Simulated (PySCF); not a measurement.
# Dipole moment and polarisability across levels of theory

C5H7Br.
Numbering: `[CH2:1]=[C:2]([Br:3])/[CH:4]=[CH:5]\[CH3:6]` (hydrogens: H7, H8 on C1; H9 on C4; H10 on C5; H11, H12, H13 on C6)

Geometry (PBE0-D3(BJ)/def2-SVP, Å), atoms numbered from 1 in this order:
```
atom  x, y, z in Å
C1     1.351   -0.416    0.784
C2     0.847   -0.608   -0.439
Br3    1.891   -0.129   -1.962
C4    -0.455   -1.182   -0.783
C5    -1.628   -0.890   -0.196
C6    -1.885    0.095    0.892
H7     0.781   -0.741    1.657
H8     2.333    0.034    0.941
H9    -0.451   -1.888   -1.620
H10   -2.505   -1.428   -0.575
H11   -2.797    0.675    0.678
H12   -2.062   -0.415    1.855
H13   -1.046    0.790    1.032
```

PySCF, dipoles from the SCF density, polarisabilities from static response with core orbitals frozen. Isolated species at its PBE0-D3(BJ)/def2-SVP geometry (one conformer only). Relativistic effects, spin–orbit coupling among them, are left out although an element past zinc is present.

Question: How do dipole and polarisability depend on functional and basis here?

Answer: 

```tsv
level	μ (D)	α (au)	anisotropy (au)
LDA/def2-SVPD	2.139	89.88	44.79
PBE/def2-SVPD	2.086	89.16	44.67
B3LYP/def2-SVPD	2.117	87.10	42.54
PBE0/def2-SVPD	2.166	86.09	41.85
BHandHLYP/def2-SVPD	2.204	84.50	40.38
CAM-B3LYP/def2-SVPD	2.146	85.36	40.50
wB97X-D/def2-SVPD	2.196	85.56	40.26
LC-wPBE/def2-SVPD	2.172	82.87	38.44
HF/def2-SVPD	2.372	82.87	38.75
PBE0/6-31G*	2.198	69.60	46.89
PBE0/def2-SVP	2.015	71.59	44.24
PBE0/aug-cc-pVDZ	2.193	87.16	42.22
PBE0/def2-TZVP	2.131	82.32	44.21
```

The anisotropy is √(½[(α1 − α2)² + (α2 − α3)² + (α3 − α1)²]). The dipole runs from 2.01 D (PBE0/def2-SVP) to 2.37 D (HF/def2-SVPD). No reference polarisability is at hand; against PBE0 in the largest diffuse basis at hand (aug-cc-pVDZ) the other PBE0 rows deviate by 6-31G* -20%, def2-SVP -18%, def2-SVPD -1%, def2-TZVP -6%. In one basis (def2-SVPD) the functionals order the polarisability from LC-wPBE (lowest) to LDA (highest), a spread of 8%. With PBE0 the polarisability is 74.50 au without diffuse functions (mean of 6-31G*, def2-SVP and def2-TZVP) and 86.62 au with them (mean of def2-SVPD and aug-cc-pVDZ).
